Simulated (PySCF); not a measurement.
Estimate the missing entries of this data sheet.

Species: C₅H₆OS.
InChI=1S/C5H6OS/c1-6-5-3-2-4-7-5/h2-4H,1H3

Conformer (atom-mapped SMILES and torsion angles): `[CH3:1][O:2][c:3]1[cH:4][cH:5][cH:6][s:7]1`: C1–O2–C3–C4 179°.

```csv
property,level,value
"rotational constants A, B, C of the GFN2-xTB geometry",GFN2-xTB,?
dipole moment,PBE0/pcSseg-1,?
HOMO energy,PBE0/pcSseg-1,-6.07 eV
LUMO energy,PBE0/pcSseg-1,?
13C chemical shifts (computed TMS as zero) by class,GIAO PBE0/pcSseg-1,"175.6 (1 C), 130.8 (1 C), 116.1 (1 C), 107.9 (1 C), 60.4 (1 C) ppm"
1H chemical shifts (computed TMS as zero) by class,GIAO PBE0/pcSseg-1,"7.01 (1 H), 6.44 (1 H), 6.33 (1 H), 3.94 (3 H) ppm"
"isotropic shieldings of nuclei other than C and H, by class",GIAO PBE0/pcSseg-1,?
```

Gas-phase values; electronic properties from PySCF, density fitting. Isolated species at its GFN2-xTB geometry (one conformer only). NMR classes are plain means over equivalent atoms (diastereotopic ones count apart unless rotation or inversion swaps them), as if these changed places fast; in this geometry the members of some classes differ.

Question: The rotational constants A, B, C of the GFN2-xTB geometry?

Answer: 4.895, 1.936, 1.400 GHz.

Question: Give the dipole moment.

Answer: 1.12 D.

Question: What is the LUMO energy?

Answer: 0.04 eV.

Question: Give the isotropic shieldings of nuclei other than C and H, by class.

Answer: 231 (1 O), 332 (1 S) ppm.

With B = h/(8π²I), that is 505.379 GHz u Å² over I, the principal moments of inertia are 103.2, 261.0 and 361.0 u Å² (most abundant isotopes); the inertial defect Ic − Ia − Ib is -3.2 u Å² (zero for a rigid planar frame, negative otherwise). The rotational constants make it an asymmetric top with κ = (2B − A − C)/(A − C) = -0.69, nearer the prolate limit (−1). The dipole matches unit charges of opposite sign 0.23 Å apart (1 e·Å = 4.8032 D).
